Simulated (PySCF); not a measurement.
Cartesian coordinates (Å):
```xyz
10

Zn     0.5997     0.1228     0.2870
C      1.2895    -0.5594    -1.3771
H      0.8034    -1.5197    -1.6429
H      2.3819    -0.7361    -1.3048
H      1.1092     0.1578    -2.2033
O      0.0966     0.8791     1.8303
C     -0.9975     0.4989     2.6136
H     -0.9388    -0.5513     3.0012
H     -1.9861     0.5897     2.0930
H     -1.0613     1.1565     3.5132
```
Charge 0, spin multiplicity 1.

Question: What is the computed HOMO, LUMO, charge on the central atom (Mulliken), HOMO–LUMO gap, total energy, dipole moment and charge on the central atom (meta-Löwdin) (TPSSh-D3(BJ)/def2-TZVP // PBE-D3(BJ)/def2-SVP (PySCF))?

Answer: 
```json
{
  "HOMO": "-6.30 eV",
  "LUMO": "-0.63 eV",
  "charge on the central atom (Mulliken)": "0.44 e",
  "HOMO–LUMO gap": "5.66 eV",
  "total_energy": "-1934.5114 Ha",
  "dipole_moment": "1.62 D",
  "charge on the central atom (meta-Löwdin)": "1.14 e"
}
```
